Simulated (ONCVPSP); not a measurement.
## V (Z = 23): variants of one ONCV potential

Base potential:

ONCVPSP 4.0.1 input, shortened (lines: element, Z, core and valence counts, functional; n l f; lmax; l rc ep ncon nbas qcut; lloc lpopt rc5 dvloc0; l nproj debl; icmod fcfact rcfact), PBE, fully relativistic:

```
  V 23.00    3    4        4      upf
    1    0    2.00
    2    0    2.00
    2    1    6.00
    3    0    2.00
    3    1    6.00
    3    2    3.00
    4    0    2.00
    2
    0    1.35    0.00    3    7    7.40
    1    1.60    0.00    4    9   10.70
    2    1.60    0.00    3    7   10.70
    4    2    0.90    4.00
    0    3    0.60
    1    1    1.80
    2    2    3.00
    2    0.30    1.20
```

Open shells are filled in proportion to 2j + 1.

Cutoffs, loose and tight: the cutoffs (Ha) at which the residual kinetic energy of the hardest occupied pseudo-wave falls to 1 and 0.1 mHa per electron. They do not see the model core or the augmentation charge, which bear on the density cutoff. Test errors are all-electron minus pseudo excitation energies from the reference, over the configurations 3s2 3p6 3d3 4s1; 3s2 3p6 3d3 4s0; 3s2 3p6 3d2 4s0; 3s1 3p6 3d3 4s2. A dash means not determined; rows that change the core or the reference have their own tests.

A true bound ghost makes a file unfit for plane-wave use even where its test errors are small: the radial tests pick states by their node count and pass the ghost by.

| change | outcome | cutoff, loose | cutoff, tight | bound ghosts | GHOST(+) flags above zero | largest test error (meV) |
| --- | --- | --- | --- | --- | --- | --- |
| base | generated | 39 Ha | 45 Ha | s | s | -154 |
| s: rc 0.94 | generated | 114 Ha | 211 Ha | s | none | -44 |
| d: nproj 1 | generated | 39 Ha | 45 Ha | s | s | -179 |
| core correction Teter function, fcfact 4, rcfact 1.7 | generated | 39 Ha | 45 Ha | s | s | -153 |
| core correction Teter function fitted to the true core (icmod 2), fcfact 1.24 | generated | 39 Ha | 45 Ha | s | s | -156 |
| scalar-relativistic | generated | 39 Ha | 45 Ha | s | s | -166 |
| local potential polynomial inside 0.90 bohr (lpopt 2, dvloc0 8 Ha) | generated | 39 Ha | 45 Ha | none | none | -156 |
| reference 3s2 3p6 3d3 4s1.5 4p0.5; wave 3p: rc 1.60 bohr, ncon 4, nbas 9, qcut 10.7 1/bohr, 1 projector becomes 3p+4p: rc 1.60 bohr, ncon 4, nbas 9, qcut 10.7 1/bohr, 2 projectors | generated | 39 Ha | 45 Ha | s | s | +32 |
| functional PW91 | generated | 39 Ha | 45 Ha | s | s | -154 |

Q: What comes out with this change to the base: all radii but the core radius scaled by about 1.09 (s 1.46, p 1.74, d 1.74 bohr); local potential polynomial inside 0.98 bohr (lpopt 2, dvloc0 4 Ha)?

A: outcome: generated; cutoff, loose: 36 Ha; cutoff, tight: 42 Ha; bound ghosts: none; GHOST(+) flags above zero: none; largest test error (meV): -224.
